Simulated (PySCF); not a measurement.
B(F)(Et)(NH2) (C2H7BFN), SMILES CCB(N)F.

The structure is a stationary point at ωB97X-D3(BJ)/def2-SVP. One conformer was computed; it need not be the lowest.

Two levels are set side by side: TDDFT-PBE/def2-SVPD (PySCF) and TDDFT-PBE0/def2-SVPD (PySCF). Vertical, same geometry. The lowest singlet is HOMO→LUMO 98 % with PBE and HOMO→LUMO 95 % with the other functional; states are paired by order. Differences are taken from unrounded values.

| quantity | TDDFT-PBE |
|---|---|
| lowest singlet excitation (eV) | 6.63 |
| lowest triplet excitation (TDA) (eV) | 6.36 |
| first bright state (f over 0.05) (eV) | 8.19 |
| its oscillator strength | 0.08 |

Q: These are the TDDFT-PBE values. What does TDDFT-PBE0 give? (Estimate from the structure and the level; the computed values follow.)

A: 
```tsv
quantity	TDDFT-PBE0	TDDFT-PBE minus TDDFT-PBE0
lowest singlet excitation (eV)	7.31	-0.68
lowest triplet excitation (TDA) (eV)	6.89	-0.53
first bright state (f over 0.05) (eV)	8.41	-0.22
its oscillator strength	0.14	-0.06
```

A lower first singlet is the usual sign of a functional without exact exchange. Differences between two approximate levels are no errors against the true value.

Rough cost on one machine, each run with all the roots and properties that it gave: TDDFT-PBE0 against TDDFT-PBE about 4 times.
